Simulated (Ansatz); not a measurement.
Calculated with Ansatz (gas phase, PBE0-D4/def2-TZVP geometries, no zero-point term in ΔE). CCSD(T)/CBS is the MP2 limit (def2-TZVPP, def2-QZVPP) plus CCSD(T) − MP2 in def2-TZVPP, frozen cores. This one scheme is used for every species. One conformer a species, not always the lowest.

`CC[BH][AlH2]` + H₂O → `CCBO` + `[AlH3]`  (formal hydrolysis of a B–Al bond)

```
       species  MP2/def2-TZVPP energy (Eh)
`CC[BH][AlH2]`                  -347.52582
           H₂O                   -76.32349
        `CCBO`                  -180.18183
      `[AlH3]`                  -243.73557
```

Task: Work out ΔE.

Result: ΔE = (-180.18183) + (-243.73557) − (-347.52582) − (-76.32349) = -0.06809 Eh = -1.85 eV. CCSD(T)/CBS gives -1.74 eV.

Largest T1 diagnostic among the species: 0.011.

At CCSD(T), def2-SVP lies −0.32 eV from the extrapolated value and def2-TZVPP −0.05 eV. From BLYP to BHLYP (50 % exact exchange), in def2-TZVPP and without D4, ΔE moves by −0.06 eV.
